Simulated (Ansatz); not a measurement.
The cluster W₄Se₈⁺ (the lowest doublet isomer of a short search), 12 atoms. Hardware: 2 threads of AMD EPYC 7R13 on a shared host and a share (18 GiB) of an NVIDIA H100 80GB HBM3.

In the def2 sets W takes a core potential; there is no spin–orbit coupling. Correlated methods freeze 72 core orbitals; core or outer-core shells of W, Se are correlated, in sets that lack core-valence functions. Single mean-field runs in def2-TZVP are fitted with def2-universal-jkfit.

(1) How many basis functions does each of these Ansatz runs have, and roughly what does it cost? MP2/def2-SVP, charge 1 doublet, energy, from earlier orbitals; PBE0-D4/def2-TZVP, charge 1 doublet, energy, from earlier orbitals; PBE-D4/def2-SVP, charge 1 doublet, relaxation, 43 steps; PBE-D4/def2-TZVP, charge 1 doublet, energy and forces, from earlier orbitals; PBE-D4/def2-SVP, charge 1 doublet, energy, from earlier orbitals; RPA@PBE/def2-SVP, charge 1 doublet, energy, from earlier orbitals; r2SCAN-D4/def2-TZVP, charge 1 doublet, energy, from earlier orbitals; LDA (SPW92)/def2-TZVP, charge 1 doublet, energy, from earlier orbitals; PBE-D4/def2-SVP, charge 1 doublet, energy with a search over starts; PBE0-D4/def2-SVP, charge 1 doublet, energy, from earlier orbitals.

Answers

(1) Other jobs shared the machine, so times can vary by a factor of up to 3.

| run | functions | fitting or Cholesky vectors | wall time | peak host memory (GiB) |
| --- | --- | --- | --- | --- |
| PBE-D4/def2-SVP, charge 1 doublet, energy, from earlier orbitals | 384 | 3996 | 13 s | 1.1 |
| LDA (SPW92)/def2-TZVP, charge 1 doublet, energy, from earlier orbitals | 544 | 3036 | 16 s | 1.1 |
| PBE-D4/def2-TZVP, charge 1 doublet, energy and forces, from earlier orbitals | 544 | 3036 | 19 s | 1.1 |
| r2SCAN-D4/def2-TZVP, charge 1 doublet, energy, from earlier orbitals | 544 | 3036 | 19 s | 1.4 |
| PBE0-D4/def2-SVP, charge 1 doublet, energy, from earlier orbitals | 384 | 3724 | 23 s | 1.1 |
| PBE0-D4/def2-TZVP, charge 1 doublet, energy, from earlier orbitals | 544 | 3036 | 33 s | 1.2 |
| RPA@PBE/def2-SVP, charge 1 doublet, energy, from earlier orbitals | 384 | 3724 | 33 s | 2.3 |
| MP2/def2-SVP, charge 1 doublet, energy, from earlier orbitals | 384 | 3724 | 37 s | 1 |
| PBE-D4/def2-SVP, charge 1 doublet, energy with a search over starts | 384 | 3996 | 44 s | 1.3 |
| PBE-D4/def2-SVP, charge 1 doublet, relaxation, 43 steps | 384 | 3996 | 4.1 min | 1.1 |
